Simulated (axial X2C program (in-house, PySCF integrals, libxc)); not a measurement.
## Potential curves of GaSi⁺, scalar-relativistic

Computed with an in-house relativistic program for diatomic molecules. Spin-free means the one-electron spin-free X2C Hamiltonian. Basis: Ga dyall-cv3z [9s9p7d4f1g], Si dyall-v3z [8s7p2d1f] (cores contracted in-house); Gaussian nuclei, density fitting, unrestricted open shells. Masses: Ga 68.926 u, Si 27.977 u.

State: M_S = 1, Λ = 0 (beyond evenly filled blocks: π+α, π-α). Energies in eV from the fragments at the same level (Ga+ + Si). Fits are polynomials in 1 − R0/R over 0.85 to 1.23 times the lowest point R0.

| R (Å) | CCSD | r2SCAN |
| --- | --- | --- |
| 2.1350 |  | -0.5479 |
| 2.2331 | -0.0125 | -0.7415 |
| 2.3068 | -0.1368 | -0.8114 |
| 2.3804 | -0.2126 | -0.8360 |
| 2.4540 | -0.2531 | -0.8287 |
| 2.5399 | -0.2680 | -0.7928 |
| 2.6258 | -0.2600 | -0.7388 |
| 2.7362 | -0.2313 | -0.6559 |
| 2.8712 |  | -0.5493 |
| 3.0675 |  | -0.4107 |

Correlated methods: 6 electrons correlated (number of frozen shells: Ga 3 s, 2 p, 1 d; Si 2 s, 1 p), 232 virtual spin orbitals or spinors in MP2, 90 natural virtuals in coupled cluster.

De is counted from the lowest determinant-based energies of the atoms at the same level, without counterpoise correction. CCSD ran in a truncated set of natural virtual spinors with an MP2 remainder; without triples it tends to underbind. The state is one determinant with fixed occupations, lowest in a PBE0 search at one distance only: followed along the bond, the spin-free determinant M_S = 1, Λ = 1 reaches 0.29 eV lower at PBE0, so the state shown is not the lowest. The determinant is spin-polarised beyond a pure state at some levels (its spin-free form has ⟨S²⟩ too high), which makes Re and μ there less reliable. The T1 diagnostic is large, a sign of multireference character. With the outer-core shells frozen, correlated bond lengths of heavy atoms tend to come out a few hundredths of an ångström too long. Coupled cluster ran on the points near the minimum only. MP2 and coupled cluster on one determinant become unreliable at the stretched end.

Task: Fit the CCSD curve near its minimum: give the equilibrium distance, the harmonic wavenumber and the well depth.

Result: At CCSD, spin-free: Re = 2.546 Å, ωe ≈ 202 cm⁻¹, De = 0.27 eV to Ga+ + Si; Be follows as 0.131 cm⁻¹.

Task: Fit the r2SCAN curve near its minimum: give the equilibrium distance, the harmonic wavenumber and the well depth.

Result: At r2SCAN, spin-free: Re = 2.397 Å, ωe ≈ 272 cm⁻¹, De = 0.84 eV to Ga+ + Si; Be follows as 0.147 cm⁻¹.
